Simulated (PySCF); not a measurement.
Rows and methods have been separated. Pair them.

Compound: C₂H₉BS.
Bonds: B1–S2, S2–C3, S2–C4. Hydrogens: H5, H6, H7 on B1; H8, H9, H10 on C3; H11, H12, H13 on C4.

The closed-shell ground state was solved 7 times with PySCF (density fitting, gas phase), always in the pcSseg-2 basis (277 functions), with these functionals: B97-2, B97-D, BHandHLYP, CAM-B3LYP, LC-wPBE, PBE0 and wB97X-D. Geometry: PBE0-D3(BJ)/def2-SVP; no solvent, vibrations or thermal averaging.

```
row  total energy (Eh)  HOMO (eV)  LUMO (eV)  dipole (D)
  P          -504.4369      -7.83       0.25        4.73
  Q          -504.6544      -6.57      -0.58        4.64
  R          -504.7104      -7.59       0.22        4.73
  S          -504.5426     -10.56       2.07        4.85
  T          -504.6862      -9.71       1.95        4.81
  U          -504.6581      -9.22       0.94        4.78
  V          -504.6399      -9.02       0.77        4.81
```

Question: Which functional belongs to which row?

Answer: P = PBE0, Q = B97-D, R = B97-2, S = LC-wPBE, T = wB97X-D, U = CAM-B3LYP, V = BHandHLYP. By rising HOMO–LUMO gap: B97-D (GGA) 5.99 eV; B97-2 (global hybrid, 21 % exact exchange) 7.81 eV; PBE0 (global hybrid, 25 % exact exchange) 8.08 eV; BHandHLYP (global hybrid, 50 % exact exchange) 9.79 eV; CAM-B3LYP (range-separated hybrid) 10.16 eV; wB97X-D (range-separated hybrid) 11.66 eV; LC-wPBE (range-separated hybrid) 12.63 eV. Total energies of different functionals aren't bounds to one another; each is stationary for its own functional.

B97-D and wB97X-D is run here without its empirical dispersion term; that term would change no orbital, density or response property at a fixed geometry.
